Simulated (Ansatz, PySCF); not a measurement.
Reaction (SMILES): [CH3][Ge]([CH3])([I])[I] + 4 [H][H] (H2) -> 2 C (CH4) + [GeH4] (GeH4) + 2 I (HI)
Geometries: B3LYP-D3(BJ)/def2-TZVP minima from Ansatz (an electronic-structure program).

Quantity: energy of full hydrogenation (enthalpy at 298 K, with B3LYP-D3(BJ) rigid-rotor harmonic-oscillator terms from PySCF), in kcal/mol. Cores are frozen in the correlated levels unless marked. No spin-orbit coupling. The frozen core is the preceding noble-gas configuration, with the filled d and f shells of earlier blocks. Past Kr the def2 sets carry scalar-relativistic core potentials. Basis-set limits of correlation are two-point, X^-3; Hartree-Fock from the larger set.

```tsv
level	program	energy of full hydrogenation (kcal/mol)
revPBE/def2-TZVPD	Ansatz	?
wB97X/def2-TZVPD	Ansatz	15.0
CCSD/def2-QZVPP	Ansatz	20.3
CCSD(T)/CBS(def2-TZVPPD,def2-QZVPPD)	Ansatz	?
```

**Question.** What belongs in the gaps?

**Answer.** 
- revPBE/def2-TZVPD, energy of full hydrogenation (kcal/mol): 19.6
- CCSD(T)/CBS(def2-TZVPPD,def2-QZVPPD), energy of full hydrogenation (kcal/mol): 26.2
